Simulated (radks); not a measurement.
Q: These are the eigenvalues of the occupied orbitals of an atom or ion with whole-number occupations (eV). Calculated with a radial shooting solver on a logarithmic mesh with Libxc functionals: scalar-relativistic Kohn-Sham, PBE, spin-polarised, spherical densities, finite nucleus; Fermi nuclear charge, rms radius of each element as measured or else 0.836 A^(1/3) + 0.57 fm.

orbital  eigenvalue
1s down   -21971.85
1s up     -21971.83
2s up     -3189.759
2s down   -3188.956
2p up     -2860.434
2p down   -2859.833
3s up     -590.7616
3s down   -590.3582
3p up     -482.5862
3p down   -482.1245
3d up     -308.6376
3d down   -307.9066
4s up     -112.4771
4s down   -108.6272
4p up      -82.2347
4p down    -78.1330
4d up      -38.9006

Which element is it, and in what charge state? The configuration may be excited. Open shells, if any, are filled with parallel spins first.

A: Z = 44, ruthenium, charge +3: Ru3+ in [Kr] 4d5. The list shows which subshells hold electrons but not how many an open one holds; the 1s level, -807.45 hartree, gives Z - s = 40.2 by -(Z - s)^2/2, which with screening and relativity narrows Z to a few neighbours, and the depths of the outer levels then fix element, charge and occupations together.
